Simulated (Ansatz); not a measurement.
Geometry optimisation, Ansatz, RKS B3LYP-D4/def2-SVP.

Input:

```yaml
crystal:
  periodic: [false, false, false]
  atoms:
    - { symbol: Al, position_ang: [0.044719, 0.238477, -0.021354] }
    - { symbol: Cl, position_ang: [0.033636, 0.49588, 2.152654] }
    - { symbol: Cl, position_ang: [1.794896, 0.488944, -1.10659] }
    - { symbol: F, position_ang: [-1.41383, 0.027196, -0.766632] }
    - { symbol: Br, position_ang: [0.524156, -3.13103, 1.161156] }
    - { symbol: H, position_ang: [0.377722, -2.050967, 2.197566] }
basis:
  gaussian: { orbitals: def2-SVP }
hamiltonian:
  xc: b3lyp
  dispersion: d4
relax:
  f_tol: 0.03
  max_steps: 50
```

Run as:

```bash
$ ansatz run input.yaml --threads 2 --pin off --max-ram 3072MiB --backend cpu --events-out ev --progress --plain --runs-dir out
```

Q: Where does it end, and by what steps?

A: The forces met the threshold. After 9 steps the energy has fallen by 0.308 eV; Br5 moved furthest, 0.63 Å. Joined: Al1–Br5 (3.60 → 2.73 Å).

```tsv
step	energy less start (eV)	largest force component (eV/Å)	accepted
0	0.0000	1.275	yes
1	-0.1469	0.335	yes
2	-0.2064	0.417	yes
3	-0.2831	0.334	yes
4	-0.2716	0.916	no
5	-0.2980	0.171	yes
6	-0.3038	0.231	yes
7	-0.3066	0.143	yes
8	-0.3077	0.041	yes
9	-0.3083	0.022	yes
```

```xyz
6
Properties=species:S:1:pos:R:3
Al 0.095 0.014 0.135
Cl 0.041 0.697 2.132
Cl 1.797 0.353 -1.037
F -1.359 -0.207 -0.635
Br 0.473 -2.604 0.829
H 0.314 -2.185 2.193
```

The run took 37 s on 2 threads of Arm Neoverse V1, on a shared host, peak memory 0.26 GiB.
